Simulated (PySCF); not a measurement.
Computed IR spectrum (relative IR intensity) of a molecule C2H6F2Si. Geometry: PBE-D3(BJ)/def2-SVP. Other conformers were not sampled. Method: PBE-D3(BJ)/def2-SVP in PySCF 2.14.0. Frequencies are harmonic and unscaled.

Lines under 2 % of the strongest are left out, and lines within 2 cm⁻¹ are merged.

```json
[
 {"ν (cm⁻¹)": "301", "relative intensity": "18"},
 {"ν (cm⁻¹)": "307", "relative intensity": "9.2"},
 {"ν (cm⁻¹)": "803", "relative intensity": "98"},
 {"ν (cm⁻¹)": "890", "relative intensity": "100"},
 {"ν (cm⁻¹)": "935", "relative intensity": "100"},
 {"ν (cm⁻¹)": "1229", "relative intensity": "49"},
 {"ν (cm⁻¹)": "1383", "relative intensity": "7.6"},
 {"ν (cm⁻¹)": "3083", "relative intensity": "2.0"}
]
```

Question: Which molecule gave these data?
A) C[Si](C)(F)F
B) C[SiH2]C(F)F
C) CC(F)(F)[SiH3]
D) CC[SiH](F)F

Answer: A, C[Si](C)(F)F
